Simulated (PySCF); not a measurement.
Ag⁺ (silver, charge +1) across methods

[Kr] 4d9 5p1, one real determinant (an excited configuration). Calculation: PySCF 2.14, in def2-TZVPPD with the def2 core potential (28 electrons); scalar relativity through the core potential.

```csv
method,E (hartree),mean ε 4d α (eV),mean ε 4d β (eV),mean ε 5p α (eV),Σ⟨r²⟩ (bohr²),⟨S²⟩
BLYP,-146.2819,-20.900,-20.138,-8.624,41.26,2.000
revPBE,-146.3768,-20.984,-20.166,-8.730,41.24,2.000
PBE,-146.3204,-21.055,-20.227,-8.761,41.23,2.000
r2SCAN,-146.3611,-21.412,-20.488,-8.876,40.94,2.001
LDA,-146.0243,-21.255,-20.400,-8.843,41.11,2.000
MN15,-146.0058,-23.929,-23.205,-9.716,41.60,2.000
PBE0,-146.3140,-23.196,-22.291,-9.323,41.27,2.001
r2SCANh,-146.3488,-22.235,-21.293,-9.089,40.99,2.001
UHF,-145.54198,-28.751,-27.565,-10.512,42.40,2.002
```

⟨L²⟩ = 8.01 against 12 for a pure F term, so this real determinant mixes terms. Energies and moments cover only the electrons outside the core potential.
